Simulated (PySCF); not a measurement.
**[1,1′-Biphenyl]-2-carbonyl fluoride (2b) (C13H9FO): Computed beside measured shifts**

System: [1,1′-Biphenyl]-2-carbonyl fluoride (2b) (C13H9FO), SMILES O=C(F)c1ccccc1-c1ccccc1.

Atom-mapped SMILES (hydrogens are numbered by the atom that bears them): [O:1]=[C:2]([F:3])[c:4]1[cH:5][cH:6][cH:7][cH:8][c:9]1-[c:10]1[cH:11][cH:12][cH:13][cH:14][cH:15]1

Method: GIAO KT3/pcSseg-1, gas phase, PySCF SCF with an in-house response code, fitting set def2-universal-JFIT, grid level 2, non-relativistic, geometry: GFN2-xTB.

One optimised conformer. Values are averaged over the atoms that symmetry or fast rotation interchanges, on this one geometry and without vibrational averaging. Shifts are the reference shielding less the shielding here, at the same level (13C, 1H against isolated TMS; 19F against isolated CFCl3; 17O against isolated H2O); nuclei without a reference have shieldings only.

What shifts does this level give for F3, and how do they compare with measurement?


```json
{"atom": "F3", "nucleus": "19F", "computed / ppm": "4.7", "measured / ppm": "35.1", "computed less measured": "-30.4", "measured against": "CFCl3", "medium of the measurement": "CDCl3"}
```

Computed 19F and 31P shifts carry an offset from the reference molecule (CFCl3 is hard for DFT, lone H3PO4 or PH3 isn't the 85 % acid), so differences between compounds are more accurate than the values.

Measured values: Mengjie Cen, Xi Yang, Shanshan Zhang, Liguang Gan, Long Liu, Tieqiao Chen, Facile synthesis of acyl fluorides through deoxyfluorination of carboxylic acids.
